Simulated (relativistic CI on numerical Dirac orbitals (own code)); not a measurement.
# Rh3+: 3p photoemission

Computed with this model: Dirac-Coulomb-Breit CI, orbitals from a KLI potential per configuration, model QED (radiative potential, 1s self-energy scaled to tabulated hydrogen-like ionisation energies), valence Slater integrals scaled by 0.8, multiplet model of photoemission in the sudden approximation; configurations [Kr] 4d6 → [Ne] 3s2 3p5 3d10 4s2 4p6 4d6; 300 K; Lorentzian 1.4 eV and Gaussian 0.6 eV FWHM. Energies are those of the free ion, without screening or charge transfer. The energies are binding energies and can lie tens of eV above those of solids. S is read from ⟨S²⟩ = S(S + 1).

Field parameters in Wybourne normalisation: Td as Oh with Dq negative (B⁴₀ = 21Dq, B⁴₄ = √(5/14) B⁴₀). The field is a parameter set, without covalency.

Computed curve for Td, 10Dq = -12000 cm⁻¹, scaled to 100 at the maximum (points under 2 are left out and the grid is thinned):

| Energy (eV) | Intensity |
| --- | --- |
| 542.2 | 2.0 |
| 542.8 | 2.5 |
| 543.2 | 3.0 |
| 543.8 | 3.9 |
| 544.2 | 4.7 |
| 544.8 | 6.7 |
| 545.4 | 10.2 |
| 545.8 | 14.2 |
| 546.4 | 26.5 |
| 546.8 | 43.2 |
| 547.4 | 81.9 |
| 547.8 | 99.0 |
| 548.4 | 88.3 |
| 549.0 | 55.8 |
| 549.4 | 37.7 |
| 550.0 | 21.4 |
| 550.4 | 15.1 |
| 551.0 | 9.4 |
| 551.6 | 6.3 |
| 552.0 | 5.0 |
| 552.6 | 3.6 |
| 553.0 | 3.0 |
| 553.6 | 2.4 |
| 569.2 | 2.1 |
| 569.6 | 2.5 |
| 570.2 | 3.5 |
| 570.6 | 4.5 |
| 571.2 | 7.1 |
| 571.8 | 12.8 |
| 572.2 | 20.7 |
| 572.8 | 44.1 |
| 573.2 | 59.5 |
| 573.8 | 48.5 |
| 574.2 | 30.4 |
| 574.8 | 14.4 |
| 575.4 | 7.9 |
| 575.8 | 5.7 |
| 576.4 | 3.8 |
| 576.8 | 3.0 |
| 577.4 | 2.2 |

The ground state has S = 1.96, and the centroid lies at 556.51 eV.
